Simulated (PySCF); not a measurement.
# SMILES C(=N/CCC=C)/C, C6H11N

Geometry (Å), atoms numbered from 1 in this order:
```xyz
18

C    -1.8911    1.2492   -0.0337
C    -1.6313    0.0813   -0.5901
C    -1.2333   -1.1436    0.1684
C     0.2707   -1.4283   -0.0022
N     1.0203   -0.4731    0.7626
C     1.6606    0.4728    0.2444
C     1.8383    0.8223   -1.2065
H    -2.1518    2.1171   -0.6159
H    -1.8530    1.3833    1.0346
H    -1.6687   -0.0314   -1.6674
H    -1.7940   -2.0058   -0.1993
H    -1.4372   -1.0113    1.2313
H     0.4926   -2.4080    0.4322
H     0.5263   -1.4500   -1.0708
H     2.1759    1.1183    0.9502
H     2.2156    1.8355   -1.3069
H     0.8962    0.7391   -1.7438
H     2.5551    0.1390   -1.6635
```

Computed, not measured: GIAO CAM-B3LYP/pcSseg-1 magnetisability, rotational g tensor and spin-rotation constants, non-relativistic, gas phase in PySCF. Geometry: GFN2-xTB.

Problem. Give the nuclear spin-rotation constants along the inertial axes (H = +C I·J) beside the isotropic shieldings.

Solution. Rotational constants 3.5647, 1.9931, 1.5701 GHz. A star marks the isotopologue with that one atom substituted, in its own axes.
```tsv
atom	isotope	Caa (kHz)	Cbb (kHz)	Ccc (kHz)	mean (kHz)	σ (ppm)
N5	14N	0.545	0.414	0.368	0.443	-124.4
H8	1H	-0.386	0.144	-0.145	-0.129	26.5
H9	1H	-0.421	-0.181	0.126	-0.159	26.6
H10	1H	-0.387	-0.184	0.131	-0.147	25.9
H11	1H	-0.216	-0.109	-0.097	-0.141	29.3
H12	1H	-0.351	-0.205	0.037	-0.173	29.4
H13	1H	-0.344	0.118	-0.173	-0.133	27.8
H14	1H	-0.319	-0.185	0.037	-0.156	28.4
H15	1H	-0.145	-0.149	0.056	-0.079	24.0
H16	1H	-0.332	0.012	-0.173	-0.164	30.2
H17	1H	-0.054	-0.214	-0.108	-0.125	29.9
H18	1H	-0.202	-0.168	-0.091	-0.153	30.2
C1	13C*	0.552	0.756	0.613	0.640	57.9
C2	13C*	0.552	0.831	0.710	0.698	37.2
C3	13C*	0.635	0.341	0.285	0.420	145.5
C4	13C*	0.704	0.400	0.299	0.468	132.6
C6	13C*	1.055	0.628	0.781	0.821	18.1
C7	13C*	0.530	0.293	0.211	0.345	167.1
```
For the geometry as given, no vibrational averaging.

Problem. How do the rotational constants and the g tensor change when H8, H9, H10, H11, H12, H13, H14, H15, H16, H17, H18 are replaced by deuterium?

Solution. Constants 2.8096, 1.6725, 1.3243 GHz; g -0.0130, -0.0136, -0.0109, against -0.0155, -0.0165, -0.0129 before.
